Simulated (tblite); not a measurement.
A structure optimised at GFN2-xTB (Å):
```
atom  x, y, z in Å
F1    -1.6754    2.0883   -0.5853
C2    -1.2026    0.9078   -0.1690
C3    -1.4480   -0.2868   -0.7237
C4    -0.7255   -1.2964    0.0276
C5    -0.0937   -0.6519    1.1919
C6    -0.1656    0.8418    0.9222
C7     1.0748    1.1059    0.1016
C8     1.6056   -0.0437   -0.3366
C9     0.8927   -1.1734    0.2291
H10   -2.0875   -0.4839   -1.5639
H11   -1.0333   -2.3283   -0.0124
H12   -0.3307    1.5155    1.7596
H13    1.3814    2.1041   -0.1553
H14    2.4528   -0.1436   -0.9921
H15    1.3506   -2.1474    0.2844
```

Doublet state.

Problem. Read off the bonds between heavy atoms and their formal orders.

Solution. F1–C2 1.34 Å (single); C2–C3 1.34 Å (double); C3–C4 1.45 Å (single); C4–C5 1.47 Å (single); C5–C6 1.52 Å (single); C6–C7 1.51 Å (single); C7–C8 1.34 Å (double); C8–C9 1.45 Å (single); C2–C6 1.51 Å (single); C4–C9 1.64 Å (single); C5–C9 1.47 Å (single). Bonds to hydrogen (Å): C3–H10 1.07; C4–H11 1.08; C6–H12 1.09; C7–H13 1.08; C8–H14 1.08; C9–H15 1.08.

Problem. Which species is it?

Solution. `FC1=C[C@@H]2[C]3[C@H]1C=C[C@@H]32`, C8H6F.

Problem. Name the point group.

Solution. C1 (no symmetry element, even within 0.4 Å).

Problem. Which rings does it hold (smallest set)?

Solution. C4–C5–C9 (3 members); C2–C3–C4–C5–C6 (5 members, 0.07 Å rms from planarity); C5–C6–C7–C8–C9 (5 members, 0.07 Å rms from planarity).

Problem. Describe the place of each heavy atom.

Solution. F1: fluorine bonded to C; C2: carbon bonded to 2 C and F; C3: carbon bonded to 2 C and H; C4: carbon bonded to 3 C and H; C5: carbon bonded to 3 C; C6: carbon bonded to 3 C and H; C7: carbon bonded to 2 C and H; C8: carbon bonded to 2 C and H; C9: carbon bonded to 3 C and H.

Problem. What is the arrangement about C3?

Solution. It has 3 neighbours (C2, C4, H10) and is planar (angles 126.6°, 125.0° and 108.4°, sum 360.0°, 0.01 Å off the plane of its three neighbours).

Problem. What is the arrangement about C4?

Solution. It has 4 neighbours (C3, C5, C9, H11) and has angles from 56.3° to 124.8°.

These are computed values.
